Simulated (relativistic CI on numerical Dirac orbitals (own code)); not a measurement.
## What each ingredient does to the levels of Yb⁴⁺

Base calculation: Dirac-Coulomb-Breit CI, separate exchange-only KLI orbitals for each configuration, model QED (radiative potential, 1s self-energy scaled to tabulated hydrogen-like ionisation energies), valence Slater integrals scaled by 0.85, P86 correlation energy added to each configuration.

Configuration list (outside the closed core [Kr] 4d10): 4f¹²5s²5p⁶, 4f¹¹5s²5p⁶5d, 4f¹⁴5s²5p⁴, 4f¹³5s²5p⁵, 4f¹²5s²5p⁵5d, 4f¹¹5s²5p⁶6s, 4f¹¹5s²5p⁶6p, 4f¹²5s²5p⁵5f, 4f¹²5s²5p⁵6s, 4f¹²5s5p⁶5d, 4f¹¹5s²5p⁶7s, 4f¹⁴5p⁶, 4f¹³5s5p⁶, 4f¹⁴5s5p⁵, 4f¹²5s²5p⁵7s, 4f¹²5s²5p⁴6s². Levels of other configurations are missing.

Variants: (1) no correlation estimate; (2) valence Slater integrals scaled by 0.75; (3) Breit term removed; (4) non-relativistic limit. Shifts of the energy above 4f¹²5s²5p⁶ ³H6, in cm⁻¹, for the lowest level and the first level of each name with at least 55 % of one term (blank where a level changes its place among those of its configuration and J or its character, or is not in the variant):

| Level | Base | Δ(1) | Δ(2) | Δ(3) | Δ(4) | Measured |
| --- | --- | --- | --- | --- | --- | --- |
| 4f¹²5s²5p⁶ ³H6 | 0.0 | 0.0 | 0.0 | 0.0 | 0.0 | 0.0 |
| 4f¹²5s²5p⁶ ³F4 | 6024.9 | 0.0 | -750.6 | -222.7 |  | 6112.0 |
| 4f¹²5s²5p⁶ ³H5 | 9445.7 | 0.0 | -10.2 | +477.4 | -9445.6 | 9579.9 |
| 4f¹²5s²5p⁶ ³F3 | 16644.7 | -0.5 | -823.6 | +310.2 | -9324.4 | 16372.2 |
| 4f¹²5s²5p⁶ ³F2 | 17267.0 | -0.7 | -1360.7 | +6.6 | -9946.8 | 16877.3 |
| 4f¹²5s²5p⁶ ¹I6 | 38402.9 | -2.7 | -3495.7 | +589.1 | -6883.8 | 39037.9 |
| 4f¹²5s²5p⁶ ³P0 | 41364.8 | -3.5 | -4121.5 | -133.4 | -7250.8 | 39791.5 |
| 4f¹²5s²5p⁶ ³P1 | 42712.4 | -3.8 | -3815.4 | +94.8 | -8598.5 | 41080.9 |
| 4f¹²5s²5p⁶ ³P2 | 44182.2 | -2.8 |  | +599.2 | -10068.2 | 43119.5 |
| 4f¹²5s²5p⁶ ¹S0 | 84302.9 | +0.1 | -8118.1 | +227.8 | -8302.7 |  |
| 4f¹¹5s²5p⁶5d ⁵G°6 | 122713.5 | -4033.6 | +2976.8 | -1264.4 |  |  |
| 4f¹¹5s²5p⁶5d ⁵H°7 | 124069.1 | -4033.5 | +2892.4 | -1200.6 | +49270.2 |  |
| 4f¹¹5s²5p⁶5d ⁵L°10 | 128779.0 | -4036.2 | +2763.5 | -991.7 | +45994.7 |  |
| 4f¹¹5s²5p⁶5d ⁵G°5 | 130300.5 | -4033.5 | +2911.4 | -982.7 |  |  |

At this charge configurations can still be misplaced by up to about 7 % of their energy. Levels and lines within the n = 5 or 6 shells can be off by up to 10 % or somewhat more, and those that change n by about 2 %, since core polarisation is missing. 8 of the 11 excited levels that our extract of the measured tables holds in this range could be paired (the sources list more); they are missed by 723 cm⁻¹ on average and 1632 at most, and levels without a partner can miss by more. Some levels of the ground configuration have no partner and can miss by 10 % or more. Levels that differ in their count of f electrons can be misplaced by several ten thousand cm⁻¹, since the correlation energy of f electrons is missing or only estimated; rates across such gaps can be off by orders of magnitude.

Measured levels: measured levels as listed in Tchang-Brillet, Wyart, Meftah and Ait Mammar, Atoms 6, 52 (2018).

Ionisation energy from the two ground configurations alone: base 78.58 eV; no correlation estimate 77.12 eV; valence Slater integrals scaled by 0.75 78.68 eV; Breit term removed 78.65 eV.

LS names give the leading component of a level, which can be under half, so a name can repeat, a term be missing and a line seem to break the LS rules.
